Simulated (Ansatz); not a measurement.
## Ligand exchange: CHBrCl2 + NaI → CHCl2I + NaBr

Gas-phase species: CHBrCl2 (bromodichloromethane) `ClC(Cl)Br`, singlet; NaI (Sodium Iodide), singlet; CHCl2I (dichloroiodomethane) `ClC(Cl)I`, singlet; NaBr, singlet. The partners trade Br for I: C–Br and Na–I bonds give way to C–I and Na–Br.

Shapes, held fixed at every level: PBE0-D4/def2-TZVP. Programs: Ansatz 0.2.0. The zero-point and thermal change to 298 K, harmonic and unscaled (PBE0-D4/def2-TZVP), is -0.7 kJ/mol.

Estimate ΔH(298 K) of this reaction.

The highest level, CCSD(T)/def2-TZVPP, gives ΔH(298 K) = +2.1 kJ/mol; the levels span +2.1 to +11.3. That is about zero within the method's error. The column of differences is taken from that level and isn't an error. No measured value is set beside it here. For atoms past krypton def2 sets carry core potentials with scalar relativity. Relativity is left out for Br. Outer-core shells of Br, I, Na are correlated, in sets that cover them unevenly.

| level | kind | ΔH(298 K) (kJ/mol) | less CCSD(T)/def2-TZVPP |
| --- | --- | --- | --- |
| HF/def2-TZVPP | Hartree–Fock | +11.3 | +9.2 |
| SPW92/def2-TZVPP | LDA | +5.7 | +3.6 |
| r2SCAN-D4/def2-TZVPP | meta-GGA | +2.8 | +0.7 |
| B2PLYP/def2-TZVPP | double hybrid | +2.1 | 0.0 |
| CCSD(T)/def2-SVP | coupled cluster or CI | +10.6 | +8.5 |
| CCSD/def2-SVP | coupled cluster or CI | +11.1 | +9.0 |
| CCSD(T)/def2-TZVPP | coupled cluster or CI | +2.1 | 0.0 |
